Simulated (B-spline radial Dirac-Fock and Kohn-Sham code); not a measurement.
**What relativity does to the binding energies of Pt¹⁰⁺**

System: platinum as Pt¹⁰⁺, 1s2 2s2 2p6 3s2 3p6 3d10 4s2 4p6 4d10 4f14 5s2 5p6.

Both columns are ΔSCF binding energies of the configuration average from an atomic code on a B-spline grid: non-relativistic Hartree-Fock with a point nucleus, and Dirac-Fock with a finite nucleus and the Coulomb interaction alone, averaged over the two j levels with weights 2j+1.

```
shell  Hartree-Fock (eV)  Dirac-Fock (eV)  shift (eV)  shift (%)
   1s            71831.6          78996.3    +7164.66      +9.97
   2s            12212.2          14129.7    +1917.57     +15.70
   2p            11718.8          12362.4     +643.62      +5.49
   3s             3024.1           3502.3     +478.17     +15.81
   3p             2792.5           2972.6     +180.13      +6.45
   3d             2365.0           2345.2      -19.79      -0.84
   4s              799.2            918.8     +119.62     +14.97
   4p              698.7            740.9      +42.22      +6.04
   4d              514.7            508.5       -6.13      -1.19
   4f              268.5            254.2      -14.27      -5.32
   5s              255.6            280.1      +24.47      +9.57
   5p              217.3            224.5       +7.16      +3.29
```

Relativity binds 1s, 2s, 2p, 3s, 3p, 4s, 4p, 5s, 5p more strongly, among those listed most of all 3s in relative terms, and 3d, 4d, 4f more weakly, because the contracted s and p shells screen the nucleus better.

Values without a named source are computed, but for edge energies of neutral atoms, which are taken from tables.
